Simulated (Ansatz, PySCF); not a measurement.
Input for PySCF:
```python
from pyscf import gto, scf, dft

mol = gto.Mole()
mol.atom = '''
    B     0.023522   -0.011173    0.010554
    F    -1.111737   -0.666599   -0.018630
    F    -0.014404    1.201515   -0.486636
    F     1.113073   -0.528709    0.499403
'''
mol.basis = 'sto-3g'
mol.charge = 1
mol.spin = 1
mol.verbose = 3
mol.build()

mf = dft.UKS(mol)
mf.xc = 'camb3lyp'
mf.grids.atom_grid = (99, 590)
mf.grids.prune = None
mf.kernel()
```

Task: Give the equivalent Ansatz (a program for electronic structure) input.

Result: This is not unique; one that fits is 
Ansatz 0.2 input:
```yaml
crystal:
  periodic: [false, false, false]
  atoms:
    - {symbol: B, position_ang: [0.02352184, -0.01117286, 0.01055355]}
    - {symbol: F, position_ang: [-1.11173673, -0.66659873, -0.01863019]}
    - {symbol: F, position_ang: [-0.01440353, 1.20151482, -0.48663557]}
    - {symbol: F, position_ang: [1.11307256, -0.52870895, 0.49940267]}
basis:
  gaussian:
    orbitals: STO-3G
hamiltonian:
  xc: cam_b3lyp
total_charge: 1
magnetization: {spin_polarized: true, initial_magnetization: 1}
accuracy: high
```

Both were run: PySCF gave -319.360870 Eh and Ansatz -319.360870 Eh, 0.000 mEh apart.
